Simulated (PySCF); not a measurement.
**Computed data sheet: `[H]/N=C\c1ccc[nH]1`**

Compound: C₅H₆N₂.
Cartesian coordinates in Å at the GFN2-xTB level; atoms count from 1:
```xyz
13
C5H6N2 angstrom
N     -2.4567    1.3271   -0.2914
C     -1.6154    0.5117   -0.7669
C     -0.3561    0.0890   -0.2101
C      0.3015    0.4707    0.9494
C      1.4997   -0.2496    1.0124
C      1.5508   -1.0536   -0.1013
N      0.4336   -0.8420   -0.8303
H     -2.1889    1.7247    0.6081
H     -1.8765    0.0682   -1.7275
H     -0.0428    1.1905    1.6661
H      2.2409   -0.1861    1.7842
H      2.3029   -1.7523   -0.4124
H      0.2025   -1.2978   -1.6980
```

Structural features include: imine and pyrrole-type ring nitrogen.

From GFN2-xTB geometry:

- Rotational constants A, B, C of the GFN2-xTB geometry: 7.941, 2.035, 1.620 GHz

From B3LYP/def2-SVPD ground state and vertical TDDFT (core frozen in the response) (PySCF):

- Dipole moment: 3.43 D
- HOMO energy: -6.23 eV
- LUMO energy: -1.19 eV
- HOMO–LUMO gap: 5.04 eV
- Lowest singlet excitation: 4.66 eV (266 nm, f = 0.003)
- Strongest line among the 8 lowest singlet transitions: S2 at 4.89 eV (254 nm, f = 0.374)
- Lowest triplet excitation (Tamm–Dancoff): 3.20 eV
- Static isotropic polarisability: 76.1 au
- Electronic spatial extent ⟨r²⟩ about the centre of nuclear charge: 724 bohr²

Monoisotopic mass (most abundant isotopes): 94.0531 u.

With B = h/(8π²I), that is 505.379 GHz u Å² over I, the principal moments of inertia are 63.6, 248.3 and 312.0 u Å² (most abundant isotopes). In atomic units the dipole is 1.35 e·bohr (1 au = 2.5417 D). S1 lies 0.38 eV below the HOMO–LUMO gap; its leading configuration is HOMO−1→LUMO, weight 0.98. The 8 singlets span 4.66 to 6.69 eV, and their oscillator strengths add up to 0.44.

Geometry: GFN2-xTB, one conformer, isolated molecule.
